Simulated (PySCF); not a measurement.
PySCF job for C4H10O, SMILES CCOCC (connectivity only; charge and spin as stated), charge +1, multiplicity 2, PBE-D3(BJ)/def2-SVP. Geometry optimised at PBE-D3(BJ)/def2-SVP. The multiplicity is an assumed one; no other spin state was optimised. One conformer was computed; it need not be the lowest.

```python
import numpy as np
from pyscf import gto, scf, dft, df
from pyscf.hessian import thermo

mol = gto.M(
    atom='''
    C    -2.41774842   -0.15055505    0.31437212
    C    -1.18127700    0.31780265   -0.42173656
    O     0.00000000    0.00000000    0.27576118
    C     1.18127699   -0.31780265   -0.42173657
    C     2.41774843    0.15055505    0.31437212
    H    -2.46218189   -1.25991722    0.29961547
    H    -2.43362649    0.18963084    1.36851879
    H    -3.30978679    0.25536312   -0.20013079
    H    -1.10045762    0.01485137   -1.49238702
    H    -1.17817294    1.45196142   -0.43447451
    H     1.10045762   -0.01485134   -1.49238702
    H     1.17817293   -1.45196141   -0.43447454
    H     3.30978679   -0.25536311   -0.20013079
    H     2.43362648   -0.18963086    1.36851879
    H     2.46218189    1.25991721    0.29961549
    ''',
    basis='def2-SVP',
    charge=1,
    spin=1,
    max_memory=1600,
    verbose=3,
)
mf = dft.UKS(mol, xc='pbe').density_fit(auxbasis='def2-universal-jkfit')
mf.disp = 'd3bj'
mf.grids.level = 3
mf.conv_tol = 1e-11
mf.max_cycle = 100
mf.kernel()
fine, coarse = mf.grids, dft.Grids(mol).set(level=1).build(with_non0tab=True)
for _ in range(3):  # follow internal instabilities
    mf.grids = coarse
    mo, _, stable, _ = mf.stability(return_status=True, nroots=4)
    mf.grids = fine
    if stable:
        break
    mf.kernel(mf.make_rdm1(mo, mf.mo_occ))

# analytic Hessian; the response equations are solved on a coarser grid
h, args, fine = mf.Hessian(), (mf.mo_energy, mf.mo_coeff, mf.mo_occ), mf.grids
h.max_memory = max(150, 2.5e-5 * df.make_auxmol(mol, mf.with_df.auxbasis).nao * mol.nelec[0] * (mol.nelec[0] + mol.nao))  # MB; small integral blocks
h1ao = h.make_h1(mf.mo_coeff, mf.mo_occ)
mf.grids = dft.Grids(mol).set(level=1).build(with_non0tab=True)
mo1, mo_e1 = h.solve_mo1(*args, h1ao)
mf.grids = fine
hess = h.hess_elec(*args, mo1, mo_e1, h1ao) + h.hess_nuc()
if mf.do_disp():
    hess += h.get_dispersion()
for i in range(mol.natm):  # the analytic DFT Hessian lacks the response of the grid: restore translational invariance
    hess[i, i] -= hess[i].sum(axis=0)
hess = (hess + hess.transpose(1, 0, 3, 2)) / 2
vib = thermo.harmonic_analysis(mol, hess, imaginary_freq=False)
thermo.dump_normal_mode(mol, vib)
th = thermo.thermo(mf, vib['freq_au'][vib['freq_au'] > 0], 298.15, 101325)
thermo.dump_thermo(mol, th)
g0 = mf.nuc_grad_method().set(verbose=0).kernel()

# dipole derivatives [dipole axis, atom, xyz] from the same response
r, irp = mol.intor('int1e_r'), mol.intor('int1e_irp').reshape(3, 3, mol.nao, mol.nao)
sl, dm0, ok = mol.aoslice_by_atom(), np.array(mf.make_rdm1()), []
dmu = np.einsum('a,xt->xat', mol.atom_charges(), np.eye(3))
for a, (_, _, p0, p1) in enumerate(sl):
    dmu[:, a] += 2 * np.einsum('xtij,ij->xt', irp[:, :, :, p0:p1], dm0.reshape(-1, mol.nao, mol.nao).sum(0)[:, p0:p1])
    for u, c, occ, f in zip(mo1, mf.mo_coeff, mf.mo_occ, (2, 2)):
        dmu[:, a] -= f * np.einsum('tui,xuv,vi->xt', u[a], r, c[:, occ > 0], optimize=True)
L = vib['norm_mode']
ir = 974.8801 * (np.einsum('xat,kat->kx', dmu, L) ** 2).sum(1)       # km/mol
apt = np.einsum('xax->a', dmu) / 3
print('mode   freq/cm-1   IR/(km/mol)')
for k, w in enumerate(vib['freq_wavenumber']):
    print(f'{k + 1:4d} {w:11.2f} {ir[k]:13.3f}')
print('max |gradient| / (hartree/bohr):', abs(g0).max())
print('APT charges:', apt.round(4))
```

It prints:

```
[...]
       6   H                 0.16  0.16 -0.02   -0.28 -0.22  0.04    0.33  0.16 -0.04
       7   H                 0.11 -0.01 -0.17   -0.13  0.00  0.23    0.13  0.10 -0.22
       8   H                 0.48 -0.08  0.08   -0.32 -0.00 -0.05   -0.31  0.13 -0.07
       9   H                 0.13 -0.01  0.09   -0.05  0.00  0.01   -0.05  0.01 -0.16
      10   H                 0.48 -0.08 -0.08    0.32  0.00 -0.05   -0.31  0.13  0.07
      11   H                 0.13 -0.01 -0.09    0.05 -0.00  0.01   -0.05  0.01  0.16
      12   H                 0.11 -0.01  0.17    0.13 -0.00  0.23    0.13  0.10  0.22
      13   H                 0.16  0.16  0.02    0.28  0.22  0.04    0.33  0.16  0.04
      14   H                 0.11  0.00  0.25    0.15 -0.01  0.31    0.19 -0.03  0.14
Mode                                24                  25                  26
Irrep
Freq [cm^-1]                     1347.7005           1367.1076           1373.5859
Reduced mass [au]                   1.2368              1.0583              1.0872
Force const [Dyne/A]                1.3235              1.1654              1.2086
Char temp [K]                    1939.0409           1966.9634           1976.2843
Normal mode                   x     y     z       x     y     z       x     y     z
       0   C                 0.06  0.03 -0.01    0.02  0.02  0.01    0.00  0.00  0.02
       1   C                -0.05  0.01  0.01    0.03  0.00  0.02    0.05  0.02  0.01
       2   O                 0.00 -0.00 -0.04   -0.02  0.01 -0.00   -0.00  0.00  0.02
       3   C                 0.05 -0.01  0.01    0.03  0.00 -0.02   -0.05 -0.02  0.01
       4   C                -0.06 -0.03 -0.01    0.02  0.02 -0.01   -0.00 -0.00  0.02
       5   H                -0.27  0.04 -0.07   -0.39  0.03 -0.24   -0.33  0.01 -0.21
       6   H                -0.18 -0.02  0.00    0.15  0.12 -0.03    0.22  0.12 -0.03
       7   H                -0.15 -0.25  0.14   -0.14 -0.43 -0.06   -0.10 -0.36 -0.11
       8   H                 0.37 -0.14  0.09   -0.11 -0.01  0.01   -0.28  0.02 -0.01
       9   H                -0.00  0.01  0.13    0.01  0.01  0.01   -0.07  0.03 -0.07
      10   H                -0.37  0.14  0.09   -0.11 -0.01 -0.01    0.28 -0.02 -0.01
      11   H                 0.00 -0.01  0.13    0.01  0.01 -0.01    0.07 -0.03 -0.07
      12   H                 0.15  0.25  0.14   -0.14 -0.43  0.06    0.10  0.36 -0.11
      13   H                 0.18  0.02  0.00    0.15  0.12  0.03   -0.22 -0.12 -0.03
      14   H                 0.27 -0.04 -0.07   -0.39  0.03  0.24    0.33 -0.01 -0.21
Mode                                27                  28                  29
Irrep
Freq [cm^-1]                     1395.5832           1397.5189           2740.1788
Reduced mass [au]                   1.0396              1.0461              1.0656
Force const [Dyne/A]                1.1929              1.2037              4.7142
Char temp [K]                    2007.9335           2010.7185           3942.5072
Normal mode                   x     y     z       x     y     z       x     y     z
       0   C                 0.02 -0.03  0.00    0.01 -0.03  0.00   -0.00 -0.00  0.00
       1   C                 0.01 -0.02  0.01    0.02 -0.02  0.01    0.01  0.05 -0.00
       2   O                 0.00  0.00 -0.00    0.00  0.00  0.00   -0.01  0.00  0.00
       3   C                 0.01 -0.02 -0.01   -0.02  0.02  0.01    0.01  0.05  0.00
       4   C                 0.02 -0.03 -0.00   -0.01  0.03  0.00   -0.00 -0.00 -0.00
       5   H                 0.12 -0.02 -0.30    0.13 -0.02 -0.30    0.00  0.03 -0.00
       6   H                -0.25  0.39 -0.14   -0.23  0.39 -0.14    0.00 -0.01 -0.00
       7   H                -0.13  0.10  0.34   -0.13  0.10  0.33   -0.01 -0.00 -0.00
       8   H                -0.06  0.04 -0.02   -0.09  0.06 -0.02   -0.00  0.05  0.08
       9   H                -0.02 -0.02 -0.02   -0.02 -0.02 -0.04    0.01 -0.68 -0.00
      10   H                -0.06  0.04  0.02    0.09 -0.06 -0.02   -0.00  0.05 -0.08
      11   H                -0.02 -0.02  0.02    0.02  0.02 -0.04    0.01 -0.68  0.00
      12   H                -0.13  0.10 -0.34    0.12 -0.10  0.33   -0.01 -0.00  0.00
      13   H                -0.25  0.39  0.14    0.23 -0.38 -0.14    0.00 -0.01  0.00
      14   H                 0.12 -0.02  0.30   -0.12  0.02 -0.30    0.00  0.03  0.00
Mode                                30                  31                  32
Irrep
Freq [cm^-1]                     2773.2217           2957.0849           2971.0109
Reduced mass [au]                   1.0707              1.0823              1.0775
Force const [Dyne/A]                4.8518              5.5761              5.6035
Char temp [K]                    3990.0487           4254.5869           4274.6232
Normal mode                   x     y     z       x     y     z       x     y     z
       0   C                -0.00  0.00  0.00   -0.00 -0.00  0.01    0.01  0.01 -0.01
       1   C                -0.00 -0.05  0.00    0.00 -0.02 -0.05   -0.01  0.02  0.05
       2   O                 0.00 -0.00  0.00    0.00  0.00 -0.00    0.00  0.00  0.00
       3   C                 0.00  0.05  0.00   -0.00  0.02 -0.05   -0.01  0.02 -0.05
       4   C                 0.00 -0.00  0.00    0.00  0.00  0.01    0.01  0.01  0.01
       5   H                 0.00 -0.02  0.00    0.00  0.08  0.01   -0.01 -0.20 -0.01
       6   H                -0.01  0.00 -0.00   -0.00 -0.04 -0.11    0.00  0.06  0.18
       7   H                 0.01  0.00  0.01    0.04 -0.02  0.03   -0.11  0.05 -0.06
       8   H                 0.01 -0.04 -0.07   -0.05  0.19  0.63    0.05 -0.17 -0.57
       9   H                -0.01  0.68 -0.00    0.01  0.06 -0.02   -0.00 -0.08  0.02
      10   H                -0.01  0.04 -0.07    0.05 -0.19  0.63    0.05 -0.17  0.57
      11   H                 0.01 -0.68 -0.00   -0.01 -0.06 -0.02   -0.00 -0.08 -0.02
      12   H                -0.01 -0.00  0.01   -0.05  0.02  0.03   -0.11  0.05  0.06
      13   H                 0.01 -0.00 -0.00    0.00  0.04 -0.11    0.00  0.06 -0.18
      14   H                -0.00  0.02  0.00   -0.00 -0.08  0.01   -0.01 -0.20  0.01
Mode                                33                  34                  35
Irrep
Freq [cm^-1]                     2976.4037           2977.0861           3074.8732
Reduced mass [au]                   1.0457              1.0386              1.1015
Force const [Dyne/A]                5.4583              5.4238              6.1358
Char temp [K]                    4282.3823           4283.3641           4424.0580
Normal mode                   x     y     z       x     y     z       x     y     z
       0   C                -0.02 -0.02  0.01    0.02  0.02 -0.01   -0.01  0.05  0.03
       1   C                -0.00  0.01  0.02   -0.00 -0.00 -0.01   -0.00  0.00  0.00
       2   O                 0.00  0.00  0.00    0.00  0.00 -0.00   -0.00  0.00  0.00
       3   C                -0.00  0.01 -0.02    0.00  0.00 -0.01    0.00 -0.00  0.00
       4   C                -0.02 -0.02 -0.01   -0.02 -0.02 -0.01    0.01 -0.05  0.03
       5   H                 0.01  0.47  0.01   -0.01 -0.49 -0.01   -0.02 -0.44 -0.00
       6   H                 0.00 -0.10 -0.29   -0.00  0.11  0.32    0.00 -0.13 -0.42
       7   H                 0.23 -0.11  0.13   -0.24  0.12 -0.15    0.18 -0.07  0.11
       8   H                 0.02 -0.09 -0.29   -0.01  0.04  0.13    0.01 -0.01 -0.04
       9   H                -0.00 -0.01  0.01    0.00  0.00 -0.00    0.00 -0.02 -0.00
      10   H                 0.02 -0.09  0.29    0.01 -0.04  0.13   -0.01  0.01 -0.04
      11   H                -0.00 -0.01 -0.01   -0.00 -0.01 -0.00   -0.00  0.02 -0.00
      12   H                 0.22 -0.11 -0.13    0.25 -0.12 -0.15   -0.18  0.07  0.11
      13   H                 0.00 -0.10  0.28    0.00 -0.11  0.33   -0.00  0.13 -0.43
      14   H                 0.01  0.46 -0.01    0.02  0.50 -0.01    0.02  0.45 -0.00
Mode                                36                  37                  38
Irrep
Freq [cm^-1]                     3075.0643           3101.3238           3101.4951
Reduced mass [au]                   1.1011              1.1039              1.1041
Force const [Dyne/A]                6.1346              6.2556              6.2573
Char temp [K]                    4424.3329           4462.1145           4462.3609
Normal mode                   x     y     z       x     y     z       x     y     z
       0   C                 0.01 -0.05 -0.03   -0.04  0.01 -0.05    0.04 -0.01  0.05
       1   C                 0.00 -0.00 -0.00   -0.00  0.00 -0.00    0.00 -0.00  0.00
       2   O                -0.00  0.00 -0.00    0.00 -0.00  0.00   -0.00  0.00  0.00
       3   C                 0.00 -0.00  0.00    0.00 -0.00 -0.00    0.00 -0.00 -0.00
       4   C                 0.01 -0.05  0.03    0.04 -0.01 -0.05    0.04 -0.01 -0.05
       5   H                 0.02  0.45  0.00   -0.01 -0.08 -0.01    0.01  0.08  0.01
       6   H                -0.00  0.13  0.43   -0.01  0.12  0.34    0.01 -0.12 -0.34
       7   H                -0.18  0.08 -0.11    0.45 -0.21  0.26   -0.45  0.21 -0.25
       8   H                -0.00  0.01  0.04   -0.00  0.01  0.03    0.00 -0.01 -0.02
       9   H                -0.00  0.02  0.00    0.00 -0.01  0.00   -0.00  0.01 -0.00
      10   H                -0.00  0.01 -0.03    0.00 -0.01  0.03    0.00 -0.01  0.02
      11   H                -0.00  0.02 -0.00   -0.00  0.01  0.00   -0.00  0.01  0.00
      12   H                -0.18  0.07  0.11   -0.45  0.21  0.25   -0.45  0.21  0.26
      13   H                -0.00  0.13 -0.42    0.01 -0.12  0.34    0.01 -0.12  0.34
      14   H                 0.02  0.44 -0.00    0.01  0.08 -0.01    0.01  0.08 -0.01
temperature 298.1500 [K]
pressure 101325.00 [Pa]
Rotational constants [GHz] 18.45425 2.14096 2.08672
Symmetry number 2
Zero-point energy (ZPE) 0.12784 [Eh]   335644.379 [J/mol]
                           tot       elec      trans        rot        vib
Entropy [J/mol/K]       347.464      5.763    162.445    102.057     77.199
Cv [J/mol/K]            104.703      0.000     12.472     12.472     79.760
Cp [J/mol/K]            113.017      0.000     20.786     12.472     79.760
Internal energy [J/mol]                      3718.434   3718.434 347484.127
Internal energy [Eh]   -232.72242  -232.85760
Enthalpy [J/mol]                             6197.391   3718.434 347484.127
Enthalpy [Eh]          -232.72147
Gibbs free energy [J/mol]                  -42235.735 -26709.783 324467.274
Gibbs free energy [Eh] -232.76093
mode   freq/cm-1   IR/(km/mol)
   1       44.72         3.811
   2       86.40         3.025
   3      183.06         0.081
   4      215.16         3.027
   5      239.26         1.814
   6      406.96         1.963
   7      450.61        49.202
   8      691.98        89.164
   9      724.64        10.888
  10      821.02         0.061
  11      883.54       167.788
  12      938.20        10.714
  13      980.79         0.075
  14     1016.55        36.586
  15     1018.53         4.526
  16     1051.01        10.271
  17     1060.85         0.433
  18     1101.90         3.354
  19     1161.09         7.225
  20     1240.64        32.678
  21     1254.22        91.141
  22     1285.87         6.498
  23     1298.83         5.273
  24     1330.29        24.404
  25     1347.70        13.911
  26     1367.11        44.035
  27     1373.59        50.341
  28     1395.58        40.852
  29     1397.52         2.871
  30     2740.18       439.638
  31     2773.22         2.890
  32     2957.08         0.149
  33     2971.01        33.718
  34     2976.40        54.763
  35     2977.09         1.689
  36     3074.87         0.313
  37     3075.06        12.689
  38     3101.32         3.562
  39     3101.50         0.991
max |gradient| / (hartree/bohr): 4.938912513292168e-05
APT charges: [-0.0219  0.0876 -0.0067  0.0876 -0.0219  0.0102  0.1145  0.0804  0.0493
  0.1833  0.0493  0.1833  0.0804  0.1145  0.0102]
```

The run converged.

Cost: around 6 core-minutes (rough).
